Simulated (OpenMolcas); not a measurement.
## Mn⁴⁺: effect of the active space

```json
{
 "Program": "OpenMolcas 26.06",
 "Method": "SS-CASPT2 or its RAS form, IPEA 0.25 Eh, imaginary shift 0.1 Eh",
 "Basis": "ANO-RCC-VQZP",
 "Scalar Hamiltonian": "DKH2, point nucleus",
 "Spin-orbit coupling": "state interaction with AMFI integrals over the reference wave functions, term energies averaged over their components"
}
```

A. 3 electrons in 5 orbitals (3d); 2S+1 = 4 even, 10 roots; 2S+1 = 2 even, 40 roots; closed shells correlated: 3s 3p; CASPT2 step of the order of 22 core-seconds
B. 9 electrons in 8 orbitals (RAS1 3p, at most 2 holes; RAS2 3d); 2S+1 = 4 even, 10 roots; 2S+1 = 2 even, 40 roots; closed shells correlated: 3s; CASPT2 step of the order of 60 core-seconds
C. 3 electrons in 10 orbitals (3d 4d); 2S+1 = 4 even, 10 roots; 2S+1 = 2 even, 40 roots; closed shells correlated: 3s 3p; CASPT2 step about 8 core-minutes

Energies in cm⁻¹ above 3d³ ⁴F_3/2, the measured ground level; measured values from Corliss and Sugar, J. Phys. Chem. Ref. Data 6, 1253 (1977).

| Level | A | B | C | Measured |
| --- | --- | --- | --- | --- |
| 3d³ ⁴F_3/2 | 0.0 | 0.0 | 0.0 | 0.0 |
| 3d³ ⁴F_5/2 | 363 | 374 | 365 | 359 |
| 3d³ ⁴F_7/2 | 854 | 881 | 861 | 835 |
| 3d³ ⁴F_9/2 | 1460 | 1506 | 1473 | 1412 |
| 3d³ ⁴P_1/2 | 17060 | 17210 | 17140 | 16434 |
| 3d³ ⁴P_3/2 | 17210 | 17350 | 17290 | 16595 |
| 3d³ ⁴P_5/2 | 17630 | 17810 | 17740 | 17049 |
| 3d³ ²G_7/2 | 17830 | 18240 | 18080 | 17892 |
| 3d³ ²G_9/2 | 18340 | 18760 | 18610 | 18399 |
| 3d³ ²P_1/2 | 24530 | 23550 | 23460 | 23082 |
| 3d³ ²H_9/2 | 24850 | 25250 | 25460 | 24975 |
| 3d³ ²D_5/2(1) | 25030 | 25650 | 25360 | 24630 |
| 3d³ ²H_11/2 | 25230 | 25640 | 25870 | 25334 |
| 3d³ ²F_7/2 | 41120 | 41370 | 41410 | 40423 |
| 3d³ ²F_5/2 | 41340 | 41590 | 41630 | 40707 |
| 3d³ ²D_5/2(2) | 64600 | 64120 | 64940 | 62608 |
| 3d³ ²D_3/2(2) | 64850 | 64430 | 65180 | 62854 |

Deviations, from unrounded energies. A percentage is the sum of absolute deviations over the sum of measured energies, with the sign that they share, or ± where signs differ.

```
                        Against measurement  Levels     A     B     C
             mean absolute deviation (cm-1)      16   590   630   700
      fine structure of the ground term (%)       3  +2.7  +5.9  +3.6
other terms of the ground configuration (%)      13  ±2.4  +2.6  +2.9
```

A lies closest to measurement on these levels and C furthest from it. The largest miss of A in the table is 3d³ ²D_3/2(2), by +2000 cm-1. The ranking rests on the paired levels alone, and a cruder setting can come out closer through cancelling errors.

The two smallest mean deviations differ by little beside CASPT2's spread within terms, so their order carries little weight.

Among A to C the level of the table that moves most is 3d³ ²P_1/2, by 1100 cm-1 (lowest in C, highest in A). Moves below CASPT2's spread within the term are not significant.

CASPT2 does not keep the components of a term degenerate, so their means are used; among the terms shown or strongly mixed into the levels shown the widest spread is 870 cm-1 (3d³ ⁴F, A). The CASPT2 spread within a term exceeds the gap to the next term for 3d³ ²D(1) and 3d³ ²P, 3d³ ²P and 3d³ ²H, so the order of their levels is uncertain, and so are names and mixing where such terms share a J (figures for A; the like holds for B). Active for correlation alone: 3p; no level in the range computed is led by a configuration that opens it, so any true level of that kind is missing (holds for B). Active for correlation alone: 4d; no level in the range computed is led by a configuration that fills it, so any true level of that kind is missing (holds for C). Measured partners are found by configuration, term and J. A level has none where our copy of the source lacks it or the pairing is in doubt (some pairs that miss far off the trend of their configuration count as doubtful), and it then counts in no deviation. Only configurations of the active space appear. The table leaves out levels that lie high or whose names do not pair safely across all columns.

A number in round brackets counts repeated terms of one configuration in the order of the reference energies.
